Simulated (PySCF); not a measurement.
## Worked example: entropy of an ideal gas

WOF₃, SMILES [F][W+]([F])(=[O])[F], charge +1, multiplicity 1.

The structure is a stationary point at B3LYP-D3(BJ)/def2-SVP. The spin state was assumed, not searched. The isomer is the one that the SMILES or the coordinates give; other isomers of the formula were not compared. The def2 effective core potentials stand for the cores of W; spin–orbit coupling is left out.

B3LYP-D3(BJ)/def2-SVP (PySCF) gives the harmonic wavenumbers 180, 180, 211, 298, 298, 789, 800, 800, 1120 cm⁻¹ and the rotational temperatures 0.1684, 0.1684, 0.1401 K. The molar mass is 256.83 g/mol, the symmetry number 3, the spin multiplicity 1.

Question: Work out the entropy at 298.15 K and 1 atm in the rigid-rotor, harmonic-oscillator model.

Answer: 
Translation (Sackur–Tetrode at 1 atm): S = R[1.5 ln M + 2.5 ln T − 1.16487] = 177.9 J/(mol K).
Rotation: q = (√π/σ) T^1.5/√(θA θB θC) = 48300, S = R[ln q + 3/2] = 102.1 J/(mol K).
Vibration: with u = 1.4388 ν/T, each mode gives R[u/(e^u − 1) − ln(1 − e^−u)]:
| ν (cm⁻¹) | modes | u | S (J/(mol K)) |
|---|---|---|---|
| 180 | 2 | 0.87 | 19.48 |
| 211 | 1 | 1.02 | 8.51 |
| 298 | 2 | 1.44 | 11.95 |
| 789 | 1 | 3.81 | 0.91 |
| 800 | 2 | 3.86 | 1.73 |
| 1120 | 1 | 5.40 | 0.24 |
These are all the modes. Sum 42.8 J/(mol K).
Spin: R ln 1 = 0.0 J/(mol K).
Total 322.9 J/(mol K); the program's own thermochemistry gives 323.0. Translation makes up 55 % and vibration 13 %. Anharmonicity, hindered rotation and orbital degeneracy are left out.
